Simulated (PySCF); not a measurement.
Can point charges reproduce the dipole moment of `F[C@@H]1C=C(C(F)(F)F)[C@H]2C[C@@H]12`?

Coordinates (GFN2-xTB, Å) and charges (e) from the PBE0/pcSseg-1 density (PySCF):

```csv
atom,x,y,z,Mulliken,IAO,Hirshfeld,ESP-fitted
F1,-0.793,-0.896,2.596,-0.3288,-0.3238,-0.1211,-0.2480
C2,-0.998,-0.749,1.239,+0.3386,+0.1756,+0.0667,+0.2344
C3,0.194,-1.240,0.461,-0.0939,-0.1620,-0.0495,-0.1369
C4,0.756,-0.249,-0.229,-0.3063,-0.0427,-0.0223,-0.1540
C5,1.965,-0.354,-1.099,+0.9570,+0.8065,+0.2594,+0.5448
F6,2.893,0.565,-0.784,-0.2712,-0.2810,-0.0947,-0.1801
F7,2.562,-1.550,-1.025,-0.2663,-0.2783,-0.0869,-0.1806
F8,1.668,-0.155,-2.398,-0.2731,-0.2837,-0.1030,-0.1849
C9,0.028,1.032,-0.080,-0.1504,-0.1490,-0.0475,-0.0036
C10,-1.395,0.999,-0.579,-0.0912,-0.2792,-0.0777,-0.3960
C11,-1.112,0.718,0.860,-0.2538,-0.1511,-0.0446,-0.1586
H12,-1.906,-1.325,1.015,+0.1185,+0.1465,+0.0456,+0.0789
H13,0.523,-2.262,0.506,+0.0940,+0.1734,+0.0573,+0.1506
H14,0.586,1.955,-0.079,+0.1203,+0.1659,+0.0544,+0.1292
H15,-1.690,0.182,-1.220,+0.1355,+0.1532,+0.0478,+0.1697
H16,-1.854,1.943,-0.827,+0.1380,+0.1612,+0.0576,+0.1805
H17,-1.435,1.398,1.633,+0.1333,+0.1687,+0.0584,+0.1548
```

**Question.** Compute μ = Σ q r for each scheme (1 e·Å = 4.803 D) and compare with the dipole of the full density.

**Answer.** The full density gives (-2.42, 0.77, -0.35) D, 2.56 D in size; dipole vectors point from the negative to the positive end.

```json
{"scheme": "Mulliken", "μx": "-3.58", "μy": "0.54", "μz": "-1.80", "size (D)": "4.05", "share of the full size (%)": "158", "angle to the full dipole (°)": "21"}
{"scheme": "IAO", "μx": "-3.53", "μy": "0.84", "μz": "-0.80", "size (D)": "3.71", "share of the full size (%)": "145", "angle to the full dipole (°)": "6"}
{"scheme": "Hirshfeld", "μx": "-1.42", "μy": "0.44", "μz": "-0.26", "size (D)": "1.51", "share of the full size (%)": "59", "angle to the full dipole (°)": "2"}
{"scheme": "ESP-fitted", "μx": "-2.46", "μy": "0.77", "μz": "-0.36", "size (D)": "2.61", "share of the full size (%)": "102", "angle to the full dipole (°)": "0"}
```

**Question.** Which set comes closest?

**Answer.** Length of the difference vector: ESP-fitted 0.05 D, Hirshfeld 1.06 D, IAO 1.20 D, Mulliken 1.88 D. Closest: ESP-fitted. ESP charges are fitted to the potential around the molecule, whose slowest-falling term is the dipole's. The schemes that divide the density aren't constrained to reproduce the dipole.

**Question.** What is left for the Hirshfeld atoms' own dipoles?

**Answer.** The shares of the density sum to the whole, so what Σ q r misses lies in dipoles about the nuclei. The atomic dipoles sum to (-2.42, 0.77, -0.35) − (-1.42, 0.44, -0.26) = (-1.00, 0.33, -0.09) D, 1.06 D in size.

**Question.** With the origin at the mean of the coordinates, (0.000, 0.001, -0.001) Å, which are the largest single terms, by size, of the IAO dipole along the direction of the full one?

**Answer.** C5 -7.02, F7 +3.67, F6 +3.31, C10 -2.27, H16 +1.89 D; all 17 atoms together +3.69 D. The single terms depend on the origin, their sum doesn't.

**Question.** Give the size of the full dipole in other units.

**Answer.** 2.56 D = 1.008 au = 0.533 e·Å = 8.55 × 10⁻³⁰ C·m.

Geometry: GFN2-xTB; no solvent, vibrations or thermal averaging.
